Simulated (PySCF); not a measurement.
# Computed records: CH2BF

Computed with PySCF 2.14.0. Calculation on a computer-drawn molecule: optimised geometry and harmonic frequencies of an isolated molecule of the commonest isotopes, restricted reference for singlets and unrestricted otherwise, frozen core in MP2.

Entry: CH2BF

Start structure:
```xyz
5
CH2BF
C     -0.2585    -1.0104    -1.1686
B     -0.6693    -0.0546    -2.0755
F     -1.0518     0.8355    -2.9198
H      0.7922    -1.2121    -1.0028
H     -0.9752    -1.5865    -0.5972
```

- charge: 0
- multiplicity: 1
- method: MP2
- basis: cc-pVDZ
- rotational constants: 285.2, 8.007, 7.788 GHz
- total energy: -163.5439 hartree
- convergence status largest gradient component: 2.212e-05 hartree/bohr

Drawn bonds:
```tsv
atom	other atom	order
1	2	2
2	3	1
1	4	1
1	5	1
```

Optimised structure:
```xyz
5
CH2BF
C     -0.2555    -1.0180    -1.1616
B     -0.6715    -0.0499    -2.0799
F     -1.0591     0.8535    -2.9369
H      0.8066    -1.2169    -0.9985
H     -0.9830    -1.5968    -0.5871
```

Modes:
```tsv
frequency (cm⁻¹)	reduced mass (dalton)
299.1	1.894
370	11.54
581.7	1.209
774.3	2.188
907.4	5.145
1330	1.165
1794	9.947
3223	1.059
3326	1.112
```
